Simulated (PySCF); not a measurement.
Cl2H4OSi2. Atoms are numbered in the order given.

```xyz
9

Si    -2.2551    -0.6137     0.3533
O     -0.8353    -0.0146     1.0176
Si     0.6343     0.4215     0.4582
Cl     0.3866     1.4826    -1.2819
Cl     1.7317    -1.2514     0.0194
H     -1.9287    -1.4525    -0.8328
H     -3.1248     0.5221    -0.0524
H     -2.9293    -1.4304     1.3939
H      1.3466     1.2384     1.4518
```
Charge 0, spin multiplicity 1.

Coordinates come from a ωB97X-D3(BJ)/def2-SVP optimisation. The values are those of a single conformer.

All values below come from ωB97X-D3(BJ)/def2-SVP run with PySCF.

Frequencies are harmonic and unscaled.

Computed vibrational spectrum:
```tsv
mode	ν (cm⁻¹)	IR (km/mol)	Raman (Å⁴/amu)	depolarisation	moving atoms (share of kinetic energy)
1	26	0.6	0.4	0.75	Cl 43 %, Si 32 %, O 14 %, H 12 %
2	57	0.1	0.1	0.47	H 98 %
3	73	2.2	0.2	0.66	Si 44 %, Cl 28 %, O 15 %, H 13 %
4	185	2.5	2.4	0.72	Cl 74 %, Si 14 %, O 10 %
5	261	7.2	2.4	0.72	O 58 %, Cl 29 %
6	330	25.1	3.8	0.61	Si 36 %, O 35 %, Cl 22 %
7	524	37.6	7.7	0.00	Si 48 %, Cl 45 %
8	610	131.2	3.9	0.75	Si 57 %, Cl 37 %
9	658	8.6	12.1	0.67	Si 55 %, H 28 %, O 12 %
10	737	56.0	10.0	0.74	H 84 %, Si 8 %
11	745	46.2	5.7	0.66	H 78 %, O 12 %, Si 10 %
12	833	189.5	13.4	0.73	H 88 %, Si 10 %
13	859	255.2	6.8	0.42	H 79 %, Si 15 %
14	967	96.2	18.4	0.75	H 96 %
15	971	87.9	21.3	0.72	H 96 %
16	995	453.0	13.1	0.75	H 79 %, Si 15 %
17	1107	328.2	2.6	0.51	O 70 %, Si 17 %, H 12 %
18	2276	90.6	90.5	0.19	H 97 %
19	2285	105.5	116.2	0.24	H 97 %
20	2297	116.4	142.5	0.24	H 97 %
21	2368	90.0	147.8	0.18	H 97 %
```
